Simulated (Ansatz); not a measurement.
Cl₃Te, charge +1, singlet, at a GFN2-xTB geometry (core potentials on Te); PBE0/def2-TZVPP (Ansatz, an electronic-structure program).

Ansatz was given this input:
Ansatz 0.2 input:
```yaml
crystal:
  periodic: [false, false, false]
  atoms:
    - {symbol: Te, position_ang: [0.08225096, 0.43564390, 0.27167275]}
    - {symbol: Cl, position_ang: [1.90482649, -0.61409172, -0.60663619]}
    - {symbol: Cl, position_ang: [-0.91590711, -1.30425174, 1.35407593]}
    - {symbol: Cl, position_ang: [-1.24051054, 0.58578566, -1.57843873]}
basis:
  gaussian:
    orbitals: def2-TZVPP
hamiltonian:
  xc: pbe0
total_charge: 1
```

The log (banner, timings and long lists left out):

```
Functional definition: PBE0
1413 factors; their error is unknown
mean field evaluation 1: about -44839.8413 eV, gradient 3.7e1 eV
mean field evaluation 2: about -44833.8398 eV, gradient 6.4e1 eV
mean field evaluation 4: about -44843.4147 eV, gradient 2.1e0 eV
mean field evaluation 8: about -44843.6685 eV, gradient 1.6e-1 eV
mean field evaluation 16: about -44843.6685 eV, gradient 1.0e-5 eV
mean field -44843.66852059 eV, -1647.9744220013 hartree, gradient 1.0e-5 eV, S^2 0.000000; 0 other end points of the search recorded, 0 dependent functions left out
reference -44843.66854677 eV, -1647.9744229636 hartree; 37, 37 occupied and 139, 139 virtual orbitals, 1413 factors
Total energy: -44843.66854677 eV, -1647.9744229636 hartree
```
